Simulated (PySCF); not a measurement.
# Mayer bond orders and bond lengths

Compound: C3H8NSi2 (charge -1).
Atom-mapped SMILES: `[CH3:1][C:2]#[C:3][SiH2:4][N-:5][SiH3:6]` (hydrogens: H7, H8, H9 on C1; H10, H11 on Si4; H12, H13, H14 on Si6)

Structure used (PBE0-D3(BJ)/def2-SVP), in Å, numbered top down from 1:
```xyz
14
C3H8NSi2 angstrom
C      3.194    0.794   -0.334
C      1.983    0.020   -0.103
C      0.958   -0.616    0.089
Si    -0.652   -1.558    0.377
N     -2.049   -0.761    0.049
Si    -2.986    0.585    0.251
H      3.398    0.916   -1.411
H      3.115    1.805    0.100
H      4.079    0.313    0.115
H     -0.441   -2.069    1.797
H     -0.432   -2.800   -0.467
H     -2.402    1.927   -0.185
H     -3.471    0.902    1.667
H     -4.296    0.539   -0.524
```

Bond orders from the PBE0/pcSseg-1 density (PySCF). One conformer (not necessarily the lowest) at the PBE0-D3(BJ)/def2-SVP geometry, without solvent, vibrations or thermal averaging. The pcSseg-1 basis has no diffuse functions, a weakness for an anion.

Task: Where do the orders between heavy atoms depart from those drawn in the SMILES?

Result: The largest departure is 0.445, at C2–C3 (drawn triple, 2.555) and Si4–N5 (drawn single, 1.444). Drawn single, order above 1.12: C1–C2 (1.170), Si4–N5 (1.444) and N5–Si6 (1.347). Drawn single, order below 0.88: C3–Si4 (0.857). Drawn double or triple, more than 0.30 short of the drawn order: C2–C3 (2.555). The SMILES, with its formal charges, is one Lewis structure only.

Task: Set the Mayer orders of the bonds beside their lengths.

Result: 
```json
{"bond": "C1–C2", "drawn as": "single", "length (Å)": "1.455", "Mayer order": "1.170"}
{"bond": "C2–C3", "drawn as": "triple", "length (Å)": "1.222", "Mayer order": "2.555"}
{"bond": "C3–Si4", "drawn as": "single", "length (Å)": "1.887", "Mayer order": "0.857"}
{"bond": "Si4–N5", "drawn as": "single", "length (Å)": "1.642", "Mayer order": "1.444"}
{"bond": "N5–Si6", "drawn as": "single", "length (Å)": "1.652", "Mayer order": "1.347"}
{"bond": "C1–H7", "drawn as": "single", "length (Å)": "1.103", "Mayer order": "0.933"}
{"bond": "C1–H8", "drawn as": "single", "length (Å)": "1.103", "Mayer order": "0.932"}
{"bond": "C1–H9", "drawn as": "single", "length (Å)": "1.104", "Mayer order": "0.935"}
{"bond": "Si4–H10", "drawn as": "single", "length (Å)": "1.524", "Mayer order": "0.826"}
{"bond": "Si4–H11", "drawn as": "single", "length (Å)": "1.517", "Mayer order": "0.839"}
{"bond": "Si6–H12", "drawn as": "single", "length (Å)": "1.527", "Mayer order": "0.844"}
{"bond": "Si6–H13", "drawn as": "single", "length (Å)": "1.530", "Mayer order": "0.839"}
{"bond": "Si6–H14", "drawn as": "single", "length (Å)": "1.523", "Mayer order": "0.855"}
```

By pair of heavy elements: C–C: lowest C1–C2 (1.170, 1.455 Å), highest C2–C3 (2.555, 1.222 Å). N–Si: lowest N5–Si6 (1.347, 1.652 Å), highest Si4–N5 (1.444, 1.642 Å).

Task: Sum the orders of all bonds at each heavy atom with more than one neighbour and set the sums beside the valence in the SMILES.

Result: C1 3.970 (drawn 4), C2 3.725 (drawn 4), C3 3.412 (drawn 4), Si4 3.966 (drawn 4), N5 2.791 (drawn 2), Si6 3.885 (drawn 4). Orders between atoms that aren't bonded are not in these sums.

For a closed shell the Mayer order of atoms A and B is Σ (PS)μν (PS)νμ over the basis functions μ on A and ν on B, with P the density and S the overlap matrix.

These values come from a run that also computed NMR shieldings. On one thread of an Arm Neoverse V2 (shared host), this took 12 s and 0.87 GiB of memory at its peak.
